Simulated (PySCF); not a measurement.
Predicted microwave data (PBE0-D3(BJ)/def2-SVP geometry optimisation, gas phase (PySCF)) for one isomer of C7H11NO:

```
Rotational constants : A = 2542, B = 1307, C = 915.8 MHz
Dipole components    : |μa| = 2.72 D, |μb| = 2.04 D, |μc| = 0.84 D
Inertial defect      : -33.71 u·Å²
κ                    : -0.52
```

**Question.** Which structure is it? (One computed conformer of each.)
A. `[CH2:1]=[C:2]1[CH2:3][CH2:4][C@H:5]1[NH:6][C:7]([CH3:8])=[O:9]` with C4–C5–N6–C7 -117°, C5–N6–C7–C8 180°, C1–C2–C3–C4 151°, C2–C3–C4–C5 17°, C3–C4–C5–N6 -139°, C1–C2–C5–C4 -151°
B. `[CH2:1]=[C:2]1[CH2:3][CH2:4][C@@H:5]([NH:6][CH:7]=[O:8])[CH2:9]1` with C4–C5–N6–C7 -95°, C5–N6–C7–O8 -1°, C1–C2–C3–C4 170°, C2–C3–C4–C5 -20°, C3–C4–C5–N6 -79°, C4–C5–C9–C2 -41°
C. `[CH2:1]=[CH:2][C:3](=[O:4])[N:5]([CH3:6])[CH:7]1[CH2:8][CH2:9]1` with C1–C2–C3–O4 5°, C2–C3–N5–C6 -170°, C3–N5–C7–C8 132°
D. `[CH2:1]=[CH:2][C:3](=[CH2:4])[C:5](=[O:6])[N:7]([CH3:8])[CH3:9]` with C1–C2–C3–C4 -178°, C2–C3–C5–O6 -105°, C3–C5–N7–C8 7°
E. `[CH:1]#[C:2][C:3](=[O:4])[NH:5][CH2:6][CH2:7][CH2:8][CH3:9]` with C2–C3–N5–C6 178°, C3–N5–C6–C7 -109°, N5–C6–C7–C8 60°, C6–C7–C8–C9 61°

**Answer.** C. It is C=CC(=O)N(C)C1CC1, an asymmetric top, point group C1. The candidates at the same level (rigid rotor, commonest isotopes):

| SMILES | A (MHz) | B (MHz) | C (MHz) | μa (D) | μb (D) | μc (D) | Δ (u·Å²) | point group | rotor |
| --- | --- | --- | --- | --- | --- | --- | --- | --- | --- |
| C=C1CC[C@H]1NC(C)=O | 3231 | 943.5 | 840.4 | 1.22 | 1.25 | 2.95 | -90.71 | C1 | near-prolate asymmetric top |
| C=CC(=C)C(=O)N(C)C | 2163 | 1343 | 1160 | 0.19 | 2.64 | 2.39 | -174.34 | C1 | asymmetric top |
| C=CC(=O)N(C)C1CC1 | 2542 | 1307 | 915.8 | 2.72 | 2.04 | 0.84 | -33.71 | C1 | asymmetric top |
| C=C1CC[C@@H](NC=O)C1 | 3574 | 994.8 | 917.5 | 3.18 | 0.92 | 0.90 | -98.63 | C1 | near-prolate asymmetric top |
| C#CC(=O)NCCCC | 2825 | 902.8 | 836.7 | 0.01 | 3.12 | 1.96 | -134.70 | C1 | near-prolate asymmetric top |

`C#CC(=O)NCCCC` has B 31 % too low; `C=C1CC[C@@H](NC=O)C1` has A 41 % too high; `C=CC(=C)C(=O)N(C)C` has C 27 % too high; `C=C1CC[C@H]1NC(C)=O` has B 28 % too low. No structure here is proved a minimum.
